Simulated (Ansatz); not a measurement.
Total energies of BClH₂O₂ (`OB(O)Cl`).

```xyz
6

O     0.403    0.709   -0.787
B    -0.198   -0.136    0.088
O     0.474   -0.637    1.144
Cl   -1.890   -0.613   -0.125
H    -0.173    1.000   -1.496
H     1.383   -0.323    1.176
```

The species carries charge 0 and has multiplicity 1. The structure was optimised at the PBE0-D4/def2-TZVP level. It is one conformer, not always the lowest. Basis def2-TZVPP, the Gaussian-basis code of Ansatz.

RPA on PBE orbitals: Hartree–Fock energy of these orbitals -635.28626 Eh, correlation -1.18436 Eh (frozen core).

```json
{"functional": "LDA (SPW92)", "energy without D4 (Eh)": "-634.11237", "D4 term (kJ/mol)": "–"}
{"functional": "PBE", "energy without D4 (Eh)": "-636.56332", "D4 term (kJ/mol)": "-9.6"}
{"functional": "revPBE", "energy without D4 (Eh)": "-636.80541", "D4 term (kJ/mol)": "-32.3"}
{"functional": "BLYP", "energy without D4 (Eh)": "-636.91236", "D4 term (kJ/mol)": "-22.0"}
{"functional": "B3LYP", "energy without D4 (Eh)": "-636.97034", "D4 term (kJ/mol)": "-15.7"}
{"functional": "r2SCANh", "energy without D4 (Eh)": "-636.82138", "D4 term (kJ/mol)": "-2.3"}
{"functional": "r2SCAN0", "energy without D4 (Eh)": "-636.80571", "D4 term (kJ/mol)": "-2.6"}
{"functional": "BHLYP", "energy without D4 (Eh)": "-636.86806", "D4 term (kJ/mol)": "-11.3"}
{"functional": "CAM-B3LYP", "energy without D4 (Eh)": "-636.90480", "D4 term (kJ/mol)": "-8.0"}
{"functional": "LC-ωPBE", "energy without D4 (Eh)": "-636.71713", "D4 term (kJ/mol)": "–"}
{"functional": "ωB97X-V", "energy without D4 (Eh)": "-636.82382", "D4 term (kJ/mol)": "–"}
{"functional": "ωB97M-V", "energy without D4 (Eh)": "-636.87785", "D4 term (kJ/mol)": "–"}
{"functional": "B2PLYP", "energy without D4 (Eh)": "-636.70367", "D4 term (kJ/mol)": "–"}
{"functional": "PBE-QIDH", "energy without D4 (Eh)": "-636.50072", "D4 term (kJ/mol)": "–"}
```

Q: Give the same for r2SCAN, B97M-V, PBE0, HSE06 (plane-wave form). (An estimate is asked.)

A: Computed: 
```json
{"functional": "r2SCAN", "energy without D4 (Eh)": "-636.83238", "D4 term (kJ/mol)": "-2.2"}
{"functional": "B97M-V", "energy without D4 (Eh)": "-636.79729", "D4 term (kJ/mol)": "–"}
{"functional": "PBE0", "energy without D4 (Eh)": "-636.60538", "D4 term (kJ/mol)": "-8.0"}
{"functional": "HSE06 (plane-wave form)", "energy without D4 (Eh)": "-636.58954", "D4 term (kJ/mol)": "-7.4"}
```

B3LYP takes the VWN-RPA correlation (the form of Gaussian; ORCA's B3LYP/G). HSE06 is the plane-wave form, built on full-range PBE exchange. The double hybrids freeze the cores in their second-order part.

LC-ωPBE has ω = 0.4 bohr⁻¹.
